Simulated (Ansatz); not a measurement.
The same path of H$_{4}$O$_{3}$Sn (8 atoms, charge 0, multiplicity 1) was run twice with different band settings. Lost on the way: Sn1–H2. Made: H2–O3.

The calculation used Ansatz, RKS PBE0-D4/def2-SVP.

Relaxed end points:

```xyz
8
Properties=species:S:1:pos:R:3
Sn 0.014 -0.052 0.646
H -0.104 0.381 2.284
O 1.828 -0.679 0.176
H 2.165 -0.206 -0.595
O -0.398 1.457 -0.562
H -1.084 1.210 -1.195
O -1.232 -1.507 0.157
H -0.754 -2.253 -0.226
```

```xyz
8
Properties=species:S:1:pos:R:3
Sn -1.039 0.301 0.817
H 1.773 -0.345 1.598
O 1.380 0.020 0.797
H 1.088 -0.762 0.250
O -0.968 1.535 -0.744
H -0.583 1.091 -1.511
O -0.404 -1.315 -0.342
H -0.811 -2.172 -0.180
```

Common settings: movable images 5; climbing image yes; optimiser quadratic models (default); start path through a guess of the saddle point; force threshold 0.05 eV/Å; iteration limit 60; end points relaxed.

| run | spring |
| --- | --- |
| 1 | 5.0 eV/Å² |
| 2 | 20.0 eV/Å² |

Problem. What does each run give, and how far can it be trusted?

Solution. Run 1: converged after 23 iterations, highest image 1.892 eV above the first end. Neighbouring images differ by up to 2.6 eV, so the band resolves the path poorly. A vibrational analysis at the climbing image gives one clearly imaginary mode, 1237i cm⁻¹: a first-order saddle point.
Run 2: converged after 19 iterations, highest image 1.892 eV above the first end. Neighbouring images differ by up to 2.6 eV, so the band resolves the path poorly. Another band between the same ends (5 images) ends at a top of the same energy, where a vibrational analysis finds 1 clearly imaginary mode.
The orbitals stay closed-shell, which can raise the energy where a bond breaks towards radicals; this wasn't checked here.
